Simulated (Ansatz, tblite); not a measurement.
Cost and result up the ladder for Au₂S (3 atoms). Charge 0, multiplicity 1. Geometry: PBE-D4/def2-TZVP.

```xyz
3

Au   -0.452   -0.833   -1.404
Au    1.219    0.193    1.160
S    -0.768    0.641    0.244
```

Ansatz on 4 threads of Arm Neoverse V1 on a shared host; xTB runs through tblite on one thread. Times are rough, summed over both states, and most runs start from the orbitals of an earlier one. B2PLYP/def2-TZVP serves as the yardstick here, not as an exact answer. The other state is a triplet at its own geometry.

In the def2 sets Au takes a core potential; there is no spin–orbit coupling. The xTB rows come from tblite. LC-ωPBE has ω = 0.4 bohr⁻¹. Correlated methods freeze 5 core orbitals; core or outer-core shells of Au are correlated, in sets that lack core-valence functions. The structure comes from a short search, and lower isomers may exist.

xTB has no spin-polarisation term.

```json
{"level": "GFN1-xTB", "functions": "27", "wall time": "0.006 s"}
{"level": "GFN2-xTB", "functions": "27", "wall time": "0.006 s"}
{"level": "PBE-D4/def2-TZVP", "functions": "117", "wall time": "2.7 s"}
{"level": "BLYP-D4/def2-TZVP", "functions": "117", "wall time": "3.1 s"}
{"level": "CAM-B3LYP-D4/def2-TZVP", "functions": "117", "wall time": "4.8 s"}
{"level": "RPA@PBE/def2-TZVP", "functions": "117", "wall time": "5.3 s"}
{"level": "PBE0-D4/def2-TZVP", "functions": "117", "wall time": "5.8 s"}
{"level": "B2PLYP/def2-TZVP", "functions": "117", "wall time": "6 s"}
{"level": "r2SCAN-D4/def2-TZVP (with forces)", "functions": "117", "wall time": "7.6 s"}
{"level": "LC-ωPBE/def2-TZVP", "functions": "117", "wall time": "10 s"}
{"level": "B97M-V/def2-TZVP", "functions": "117", "wall time": "13 s"}
```

**Question.** Estimate what each level gives for the triplet − singlet (eV).

**Answer.** 
```
                            level  triplet − singlet (eV)  difference from B2PLYP/def2-TZVP (eV)
                         GFN1-xTB                    2.13                                   0.72
                         GFN2-xTB                    2.87                                   1.46
                 PBE-D4/def2-TZVP                    1.08                                  -0.32
                BLYP-D4/def2-TZVP                    1.01                                  -0.39
           CAM-B3LYP-D4/def2-TZVP                    1.41                                   0.01
                RPA@PBE/def2-TZVP                    1.32                                  -0.09
                PBE0-D4/def2-TZVP                    1.31                                  -0.09
                 B2PLYP/def2-TZVP                    1.40                                   0.00
r2SCAN-D4/def2-TZVP (with forces)                    1.11                                  -0.30
                LC-ωPBE/def2-TZVP                    1.63                                   0.23
                 B97M-V/def2-TZVP                    1.26                                  -0.14
```
